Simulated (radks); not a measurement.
Results of a calculation; reference values are marked as such.
Effect of the nuclear size on the arsenic ion As9+, [Ar] 3d6. Code: a radial shooting solver on a logarithmic mesh with Libxc functionals. Model: Dirac Kohn-Sham, LDA (Slater exchange, Perdew-Wang correlation), spin-unpolarised, spherical densities, finite nucleus; open shells are shared between the two j in proportion to 2j + 1; Fermi nuclear charge, rms radius 4.0968 fm. The rms radius is varied about that value; shifts are against it.

\begin{tabular}{lrrrrrrrr}
rms radius (fm) & total energy shift (eV) & density at nucleus (e/bohr^3) & 1s1/2 shift (meV) & 2s1/2 shift (meV) & 3s1/2 shift (meV) & 3p1/2 shift (meV) & 3d5/2 shift (meV) & 4s1/2 (empty) shift (meV) \\ \hline
3.6543 & -0.0807 & 3.566e+04 & -34.3 & -3.38 & -0.574 & 0.047 & 0.036 & -0.134 \\
3.8879 & -0.0392 & 3.551e+04 & -16.6 & -1.64 & -0.278 & 0.023 & 0.017 & -0.065 \\
4.0968 & 0 & 3.539e+04 & 0.000 & 0.000 & 0.000 & 0.000 & 0.000 & 0.000 \\
4.2525 & 0.0304 & 3.53e+04 & 12.9 & 1.27 & 0.216 & -0.018 & -0.014 & 0.051 \\
4.7564 & 0.136 & 3.504e+04 & 57.9 & 5.70 & 0.968 & -0.079 & -0.061 & 0.227 \\
\end{tabular}

Slopes of the eigenvalues against <r^2> in GHz/fm^2, as finite differences over the two radii next to the reference (eigenvalue slopes, not the field-shift constants of lines): 1s1/2 2410, 2s1/2 237, 3s1/2 40.3, 3p1/2 -3.30, 3d5/2 -2.53, 4s1/2 (empty) 9.44.
